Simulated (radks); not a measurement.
Results of a calculation; reference values are marked as such.
Species: Dy LX. Configuration: [He] 2s2 2p3 (the NIST ground configuration). Code: a radial shooting solver on a logarithmic mesh with Libxc functionals. Model: Dirac Kohn-Sham, LB94 model potential, spin-unpolarised, spherical densities, finite nucleus; open shells fill j = l - 1/2 first; Fermi nuclear charge, rms radius 5.2218 fm.

Normalised radial functions P(r) = r R(r) (large component), r in bohr:

| r | 2s1/2 | 3s1/2 |
|---|---|---|
| 0.0008425 | 0.4500 | 0.2409 |
| 0.001046 | 0.5360 | 0.2868 |
| 0.001298 | 0.6360 | 0.3403 |
| 0.001611 | 0.7512 | 0.4017 |
| 0.001999 | 0.8822 | 0.4715 |
| 0.002461 | 1.0229 | 0.5463 |
| 0.003055 | 1.1820 | 0.6306 |
| 0.003791 | 1.3501 | 0.7192 |
| 0.004705 | 1.5192 | 0.8076 |
| 0.005839 | 1.6764 | 0.8885 |
| 0.00719 | 1.7989 | 0.9492 |
| 0.008923 | 1.8703 | 0.9800 |
| 0.01107 | 1.8515 | 0.9588 |
| 0.01374 | 1.7021 | 0.8631 |
| 0.01706 | 1.3808 | 0.6700 |
| 0.021 | 0.8778 | 0.3761 |
| 0.02607 | 0.1451 | -0.0417 |
| 0.03235 | -0.7688 | -0.5445 |
| 0.04015 | -1.7695 | -1.0566 |
| 0.04943 | -2.6658 | -1.4386 |
| 0.06135 | -3.3310 | -1.5578 |
| 0.07614 | -3.5447 | -1.2399 |
| 0.0945 | -3.2307 | -0.4290 |
| 0.1173 | -2.4889 | 0.7301 |
| 0.1444 | -1.6125 | 1.8286 |
| 0.1792 | -0.8198 | 2.4993 |
| 0.2224 | -0.3156 | 2.4188 |
| 0.2761 | -0.0864 | 1.7289 |
| 0.3426 | -0.0156 | 0.8962 |
| 0.4218 | -0.0018 | 0.3360 |
| 0.5236 | -0.0001 | 0.0789 |
| 0.6498 | 0.0000 | 0.0109 |

2s1/2: eigenvalue -14094.0 eV, 1 radial node at r = 0.0270 bohr, <r> = 0.0864 bohr, 90 % of the charge inside 0.134 bohr. 3s1/2 (empty): eigenvalue -6010.9 eV, 2 radial nodes at r = 0.0256, 0.103 bohr, <r> = 0.203 bohr, 90 % of the charge inside 0.295 bohr.
